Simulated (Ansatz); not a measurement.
System: C₃H₈Si (charge 0, singlet). 
Coordinates optimised at B3LYP-D3(BJ)/def2-TZVP (Ansatz, an electronic-structure program):
```xyz
12

C     -2.1517     0.1281     0.6809
C     -1.0138    -0.5534     0.6094
C     -0.1038    -0.6009    -0.5756
Si     1.4535     0.4382    -0.3041
H     -2.7469     0.1415     1.5844
H     -2.5278     0.6958    -0.1630
H     -0.6780    -1.1031     1.4849
H      0.2133    -1.6284    -0.7800
H     -0.6106    -0.2323    -1.4713
H      1.0901     1.8687    -0.1801
H      2.1380     0.0087     0.9393
H      2.3892     0.2719    -1.4439
```
Charge 0, spin multiplicity 1.

Property: vertical ionisation energy (to the doublet state of charge +1; each state is the SCF solution reached for its spin), in eV. Cores are frozen in the correlated levels unless marked. UHF or UKS for open shells. No spin-orbit coupling. Non-relativistic. CBS marks a two-point X^-3 extrapolation of the correlation energy; Hartree-Fock from the larger set. The bracket is a focal-point correction in the basis named.

| level | program | vertical ionisation energy (eV) |
|---|---|---|
| HF/aug-cc-pV(D+d)Z | Ansatz | 8.13 |
| HF/aug-cc-pV(T+d)Z | Ansatz | 8.12 |
| HF/aug-cc-pV(Q+d)Z | Ansatz | 8.12 |
| SVWN5/def2-TZVPD | Ansatz | 9.40 |

Problem. Estimate the value at RI-MP2/CBS(aug-cc-pV(T+d)Z,aug-cc-pV(Q+d)Z)+[CCSD(T)-MP2]/aug-cc-pV(T+d)Z as computed with Ansatz.

Solution. 9.62 eV
